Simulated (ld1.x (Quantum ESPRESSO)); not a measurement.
## An all-electron radial function and its pseudo partner (Mn)

Columns: radius, all-electron u(r) and pseudo u(r) of the 3d shell (level -6.77 eV) of manganese in the configuration [Ar] 3d5 4s2 4p0; PBE, scalar-relativistic, PAW scheme, ld1.x (Quantum ESPRESSO) 7.5.

| r (bohr) | all-electron | pseudo |
| --- | --- | --- |
| 0.185 | 0.2114 | 0.0072 |
| 0.370 | 0.5912 | 0.0529 |
| 0.555 | 0.8192 | 0.1548 |
| 0.740 | 0.8888 | 0.3002 |
| 0.925 | 0.8625 | 0.4518 |
| 1.110 | 0.7932 | 0.5668 |
| 1.295 | 0.7100 | 0.6175 |
| 1.480 | 0.6269 | 0.6034 |
| 1.665 | 0.5498 | 0.5477 |
| 1.850 | 0.4807 | 0.4807 |
| 2.035 | 0.4198 | 0.4198 |
| 2.220 | 0.3667 | 0.3667 |
| 2.405 | 0.3205 | 0.3205 |
| 2.590 | 0.2802 | 0.2802 |
| 2.775 | 0.2450 | 0.2450 |
| 2.960 | 0.2142 | 0.2142 |
| 3.145 | 0.1873 | 0.1873 |
| 3.330 | 0.1637 | 0.1637 |
| 3.515 | 0.1431 | 0.1431 |
| 3.700 | 0.1251 | 0.1251 |
| 3.885 | 0.1093 | 0.1093 |
| 4.070 | 0.0955 | 0.0955 |
| 4.255 | 0.0835 | 0.0835 |
| 4.440 | 0.0729 | 0.0729 |
| 4.625 | 0.0637 | 0.0637 |
| 4.810 | 0.0557 | 0.0557 |

Problem. How many radial nodes do the two functions have?

Solution. The all-electron 3d function has n − l − 1 = 0; the pseudo-wave has 0.

Problem. At about which radius was the pseudo-wave matched?

Solution. 1.95 bohr, where the columns begin to agree (steps of 0.18 bohr).

Problem. Where does each function peak?

Solution. Outermost all-electron maximum near 0.74 bohr, pseudo maximum near 1.29 bohr (to the table’s step).

Problem. Is the pseudo-wave norm-conserving?

Solution. No, it belongs to a PAW set: the norm inside the radius is not constrained, and the difference is carried by the augmentation charge.
